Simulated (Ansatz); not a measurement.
Geometry optimisation, Ansatz, RKS B3LYP-D4/def2-SVP.

input.yaml

```yaml
crystal:
  periodic: [false, false, false]
  atoms:
    - { symbol: Si, position_ang: [-0.234311, -0.098091, -0.415407] }
    - { symbol: F, position_ang: [-0.14221, 0.797101, 2.232396] }
    - { symbol: H, position_ang: [0.902644, -0.767817, 0.260824] }
    - { symbol: H, position_ang: [-0.061862, 1.374464, -0.477211] }
    - { symbol: H, position_ang: [-0.327476, -0.619708, -1.814948] }
    - { symbol: O, position_ang: [-1.677279, -0.493787, 0.352474] }
    - { symbol: Si, position_ang: [-3.180569, -1.11063, -0.023969] }
    - { symbol: H, position_ang: [-3.064015, -2.520336, -0.494556] }
    - { symbol: H, position_ang: [-4.004855, -1.064795, 1.214192] }
    - { symbol: H, position_ang: [-3.831581, -0.292353, -1.087328] }
    - { symbol: H, position_ang: [-0.960186, 0.363153, 2.250235] }
basis:
  gaussian: { orbitals: def2-SVP }
hamiltonian:
  xc: b3lyp
  dispersion: d4
relax:
  f_tol: 0.03
  max_steps: 50
```

Command:

```bash
$ ansatz run input.yaml --threads 2 --pin off --max-ram 3072MiB --backend cpu --events-out ev --progress --plain --runs-dir out
```

Q: Where does it end, and by what steps?

A: The run converged. After 8 steps the energy has fallen by 0.128 eV; F2 moved furthest, 0.46 Å.

```json
{"step": "0", "energy less start (eV)": "0.0000", "largest force component (eV/Å)": "0.255", "accepted": "yes"}
{"step": "1", "energy less start (eV)": "-0.0046", "largest force component (eV/Å)": "1.948", "accepted": "yes"}
{"step": "2", "energy less start (eV)": "-0.0964", "largest force component (eV/Å)": "0.992", "accepted": "yes"}
{"step": "3", "energy less start (eV)": "-0.1229", "largest force component (eV/Å)": "0.217", "accepted": "yes"}
{"step": "4", "energy less start (eV)": "-0.1076", "largest force component (eV/Å)": "0.368", "accepted": "no"}
{"step": "5", "energy less start (eV)": "-0.1253", "largest force component (eV/Å)": "0.087", "accepted": "yes"}
{"step": "6", "energy less start (eV)": "-0.1273", "largest force component (eV/Å)": "0.054", "accepted": "yes"}
{"step": "7", "energy less start (eV)": "-0.1278", "largest force component (eV/Å)": "0.043", "accepted": "yes"}
{"step": "8", "energy less start (eV)": "-0.1281", "largest force component (eV/Å)": "0.009", "accepted": "yes"}
```

```xyz
11
Properties=species:S:1:pos:R:3
Si -0.176 -0.103 -0.486
F -0.533 0.700 2.455
H 0.952 -0.797 0.182
H 0.049 1.362 -0.545
H -0.357 -0.642 -1.865
O -1.599 -0.412 0.376
Si -3.117 -1.061 0.059
H -2.978 -2.465 -0.418
H -3.877 -1.023 1.335
H -3.811 -0.250 -0.980
H -1.134 0.258 1.883
```

Run time: 17 s on 2 threads of Arm Neoverse V2, with other jobs on the host, peak memory 0.2 GiB.
